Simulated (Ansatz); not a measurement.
One change: `[CH3][In]([OH])[F]` becomes `[CH3][Al]([OH])[F]`.

Ansatz, PBE0-D4/def2-TZVP geometries, multiplicity 1. Each molecule was computed in one conformer, which needn't be the lowest.

Elements past krypton have def2 core potentials.

```json
{"property": "HOMO energy (B3LYP/def2-TZVPP) / eV", "`[CH3][In]([OH])[F]`": "-8.26"}
{"property": "HOMO–LUMO gap (B3LYP/def2-TZVPP) / eV", "`[CH3][In]([OH])[F]`": "6.59"}
{"property": "LUMO energy (B3LYP/def2-TZVPP) / eV", "`[CH3][In]([OH])[F]`": "-1.67"}
{"property": "LUMO energy (ωB97M-V/def2-TZVPP) / eV", "`[CH3][In]([OH])[F]`": "0.42"}
{"property": "LUMO energy (PBE0/def2-TZVPP) / eV", "`[CH3][In]([OH])[F]`": "-1.32"}
{"property": "HOMO energy (PBE/def2-TZVPP) / eV", "`[CH3][In]([OH])[F]`": "-6.99"}
```

Question: Give the same properties after the change, and the shifts. (An estimate is asked.)

Answer: Computed: 
```json
{"property": "HOMO energy (B3LYP/def2-TZVPP) / eV", "`[CH3][Al]([OH])[F]`": "-8.70", "shift": "-0.44"}
{"property": "HOMO–LUMO gap (B3LYP/def2-TZVPP) / eV", "`[CH3][Al]([OH])[F]`": "8.10", "shift": "1.51"}
{"property": "LUMO energy (B3LYP/def2-TZVPP) / eV", "`[CH3][Al]([OH])[F]`": "-0.59", "shift": "1.08"}
{"property": "LUMO energy (ωB97M-V/def2-TZVPP) / eV", "`[CH3][Al]([OH])[F]`": "1.25", "shift": "0.83"}
{"property": "LUMO energy (PBE0/def2-TZVPP) / eV", "`[CH3][Al]([OH])[F]`": "-0.25", "shift": "1.07"}
{"property": "HOMO energy (PBE/def2-TZVPP) / eV", "`[CH3][Al]([OH])[F]`": "-7.54", "shift": "-0.55"}
```

With PBE0 the HOMO falls by 0.44 eV and the LUMO rises by 1.07 eV, so the gap widens by about 1.51 eV. PBE moves the HOMO by -0.55 eV and ωB97M-V by -0.49 eV.

B3LYP here is the variant with VWN-RPA as its local correlation; programs differ in this.
